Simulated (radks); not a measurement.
Task: Coulomb parameter of the 4f shell of neutral neodymium in the model configuration [Xe] 4f3 6s2 6p1, as a second difference U = [E(n + 0.25) + E(n - 0.25) - 2 E(n)] / (0.25)^2 with all orbitals relaxed. "Bare": the charge of the atom changes with n. "Screened": the 6p shell takes up the change at fixed total charge, which measures U(4f,4f) + U(6p,6p) - 2 U(4f,6p). All-electron calculation, Dirac Kohn-Sham, PBE, spin-unpolarised, spherical densities, point nucleus; open shells are shared between the two j in proportion to 2j + 1. Program: a radial shooting solver on a logarithmic mesh with Libxc functionals. Estimate both.

Result: U(bare) = 13.844 eV, U(screened by 6p) = 8.338 eV, against the Slater integral F0(4f,4f) = 25.584 eV with frozen orbitals. The step up makes a negative ion, whose loosely bound charge lowers the bare value.
